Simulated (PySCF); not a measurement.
**Dipole polarisabilities along group 16**

Calculated with PySCF 2.14 for the ground configurations, without spin-orbit coupling: coupled response for Hartree-Fock and DFT, finite fields for MP2 and CCSD(T), with O 1s2; S [Ne]; Se [Ar] 3d10 frozen. Mean α in bohr³, C₆ of like pairs in atomic units.

```tsv
species	α UHF	α PBE	α PBE0	α MP2	α CCSD(T)	α recommended (Schwerdtfeger and Nagle)	C₆ UHF	C₆ PBE	C₆ PBE0
O [He] 2s2 2p4 (dyall-av2z, non-relativistic)	4.168	4.796	4.555	4.405	4.478	5.3 ± 0.2	11.95	14.10	13.31
S [Ne] 3s2 3p4 (dyall-av2z, non-relativistic)	17.74	18.99	18.45	17.88	18.05	19.4 ± 0.1	122.8	133.0	128.6
Se [Ar] 3d10 4s2 4p4 (dyall-av2z, non-relativistic)	23.93	25.77	24.98	24.13	24.38	28.9 ± 1	200.4	218.3	210.4
Te [Kr] 4d10 5s2 5p4 (dyall-av2z, non-relativistic)	37.35	39.52	38.44	n/a	n/a	38 ± 4	409.3	435.6	421.6
```

Hartree-Fock lacks correlation. MP2 and CCSD(T) carry the error of the frozen core. All values carry a basis error, and heavy open shells lack spin-orbit coupling.
